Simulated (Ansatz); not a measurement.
Consider the redistribution: `B1N[SiH2]1` + `NB(F)S` → `N[SiH]1BN1` + `FBS`.

Calculated with Ansatz (gas phase, PBE0-D4/def2-TZVP geometries, no zero-point term in ΔE). CCSD(T)/CBS adds triple-zeta CCSD(T) − MP2 to the extrapolated MP2 energy (def2 sets, frozen cores). This one scheme is used for every species. Functionals use def2-TZVPP. Each species was taken in one conformer, which may not be the lowest.

```
     species  PBE0 energy (Eh)
`B1N[SiH2]1`        -371.30788
    `NB(F)S`        -579.33959
`N[SiH]1BN1`        -426.66820
       `FBS`        -523.95979
```

Work out ΔE.

ΔE = (-426.66820) + (-523.95979) − (-371.30788) − (-579.33959) = 0.01948 Eh = +51.1 kJ/mol. CCSD(T)/CBS gives +44.0 kJ/mol.

Largest T1 diagnostic among the species: 0.014.
